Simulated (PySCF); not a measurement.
## Computed beside measured shifts: C11H12O2

System: C11H12O2 (measured compound), SMILES CCOC(=O)/C=C/c1ccccc1.

Atom-mapped SMILES (hydrogens are numbered by the atom that bears them): [CH3:1][CH2:2][O:3][C:4](=[O:5])/[CH:6]=[CH:7]/[c:8]1[cH:9][cH:10][cH:11][cH:12][cH:13]1

Level of theory: GIAO KT3/pcSseg-2, gas phase, PySCF SCF with an in-house response code, fitting set def2-universal-JFIT, grid level 2, non-relativistic, geometry: PBE0-D3(BJ)/def2-SVP.

One optimised conformer. Values are averaged over the atoms that symmetry or fast rotation interchanges, on this one geometry and without vibrational averaging. Shifts are the reference shielding less the shielding here, at the same level (13C, 1H against isolated TMS; 17O against isolated H2O); nuclei without a reference have shieldings only.

(1) What shifts does this level give for O5, O3, and how do they compare with measurement?

Results:

(1) 
```json
{"atom": "O5", "nucleus": "17O", "computed / ppm": "355.3", "measured / ppm": "335.5", "computed less measured": "19.8", "measured against": "H2O (external)", "medium of the measurement": "CH3CN"}
{"atom": "O3", "nucleus": "17O", "computed / ppm": "219.7", "measured / ppm": "164.8", "computed less measured": "54.9", "measured against": "H2O (external)", "medium of the measurement": "CH3CN"}
```

Measured values: J.-C. Zhuo, Molecules 4 (1999) 320.
